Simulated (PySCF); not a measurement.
# CaH⁺: one state, many levels of theory

State: ¹Σ⁺ (singlet), closed shell. Set-up: Ca aug-pcseg-1, H aug-pcseg-1; no relativity (PySCF 2.14). De refers to Ca⁺ + H in their ground configurations, without counterpoise correction. A positive dipole points towards H; it is taken about the centre of mass and depends on that origin.

| Level | Re (Å) | ωe (cm⁻¹) | De (eV) | μ (D) |
| --- | --- | --- | --- | --- |
| RHF | 1.935 | 1465 | 1.18 | -6.04 |
| RHF-MP2 | 1.925 | 1412 | 1.65 | n/a |
| RHF-SCS-MP2 | 1.928 | 1410 | 1.78 | n/a |
| RHF-CCSD | 1.945 | 1346 | 1.85 | n/a |
| RHF-CCSD(T) | 1.945 | 1340 | 1.86 | n/a |
| PBE | 1.874 | 1476 | 2.41 | -4.30 |
| r²SCAN | 1.868 | 1518 | 2.47 | -4.79 |
| TPSSh | 1.867 | 1523 | 2.67 | -4.74 |
| PBE0 | 1.873 | 1497 | 2.27 | -4.76 |
| B97-3 | 1.876 | 1502 | 2.40 | -4.84 |
| MN15 | 1.867 | 1526 | 2.44 | -5.14 |
| LC-ωPBE | 1.862 | 1534 | 2.34 | -5.24 |

The bond length runs from 1.862 Å (LC-ωPBE) to 1.945 Å (RHF-CCSD(T)). De spans 1.18 eV (RHF, mean field) to 2.67 eV (TPSSh, hybrid meta-GGA). Correlation at CCSD(T) changes the Hartree–Fock bond energy by +0.68 eV; the triples alone change it by +0.01 eV.

Correlated steps freeze 5 core orbitals. Correlated levels converge slowly with the basis: in double zeta they bind strong bonds too weakly, by up to about 1 eV, and carry superposition errors of some tenths. For an ion De counts to the pair picked by the measured ionisation energies or electron affinities, which need not be the lowest pair at this level. Where the molecule has an RHF reference, its open-shell atoms are computed with UHF.

The whole job (state search and all levels along the bond) took about 0.87 min on 1 thread of Arm Neoverse V2 (shared host), peak memory 0.47 GiB.
